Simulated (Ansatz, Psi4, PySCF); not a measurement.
H₃B, charge +1, doublet, at a GFN2-xTB geometry (a state made from the parent by changing its charge; the spin is typed, not shown lowest), atoms displaced at random by about 0.03 Å a coordinate. Base run: PBE/cc-pVDZ, gradient in PySCF.

The PySCF input:
```python
from pyscf import gto, scf, dft

mol = gto.M(
    atom='''
B     0.040853    0.052687   -0.050020
H    -1.183698   -0.160376   -0.101476
H     0.168741   -0.611535    0.937516
H     0.813141    0.605683   -0.661427
''',
    basis='cc-pvdz',
    charge=1,
    spin=1,
    verbose=4,
)

mf = dft.UKS(mol)
mf.xc = 'pbe'
mf.kernel()
g = mf.nuc_grad_method()
grad = g.kernel()
```

Programs used: Ansatz (a quantum-chemistry and plane-wave program), Psi4, PySCF; a row that names a program was run with it.

The coordinate followed is x of atom 4.

The base run was repeated with changes; each row names its change, and settings that it needs were set with it.

| change | dE/dx (Eh/bohr) | net force (Eh/bohr) |
|---|---|---|
| base | -0.025325 | 0.000003 |
| finite difference step (bohr) = 1e-5; conv_tol = 1e-11 | -0.025325 | - |
| conv_tol = 1e-11 | -0.025324 | 0.000003 |
| grids.level = 5; grid_response = on | -0.025325 | 0.000000 |
| finite difference step (bohr) = 1e-4; conv_tol = 1e-11 | -0.025325 | - |
| code = psi4 | -0.025330 | 0.000002 |
| conv_tol = 1e-4 | -0.025269 | 0.000003 |
| finite difference step (bohr) = 0.01; conv_tol = 1e-11 | -0.025327 | - |
| grids.level = 1; grid_response = on | -0.025329 | 0.000000 |
| code = ansatz | -0.025326 | 0.000000 |
| grids.level = 1; grid_response = off | -0.025331 | 0.000056 |
| grid_response = on | -0.025325 | 0.000000 |

The net force is zero for an exact gradient.

Open shells are given as the SCF converged; they aren't shown to be the lowest states, and a large step between rows can be another state.
